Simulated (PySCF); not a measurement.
# Worked example: refractive index and permittivity of the vapour

CH₃IZn, SMILES [CH3][Zn][I].

Geometry: PBE0-D3(BJ)/def2-SVP. The def2 effective core potentials stand for the cores of I; spin–orbit coupling is left out.

HF/def2-TZVPD (PySCF) gives a mean static polarisability of 70.7 bohr³ and a dipole moment of 2.18 D. Take an ideal gas at 298.15 K and 0.1 bar, whether or not the substance is that volatile.

Q: Work out n − 1 in the optical limit and the static ε − 1.

A: 
Polarisability volume α' = 70.7 × 0.148185 = 10.48 Å³. Number density N = p/kT = 2.43e-6 Å⁻³.
Dilute limit of Lorentz–Lorenz: n − 1 = 2π N α' = 0.00016.
Orientation term of Debye: μ²/(3kT) = 8.098 Å³ × μ²(D²) = 38.48 Å³.
ε − 1 = 4π N (α' + μ²/3kT) = 0.0015. Orientation of the dipole supplies 79 % of the static response; it can't follow optical fields. Vibrational polarisation and dispersion are left out.
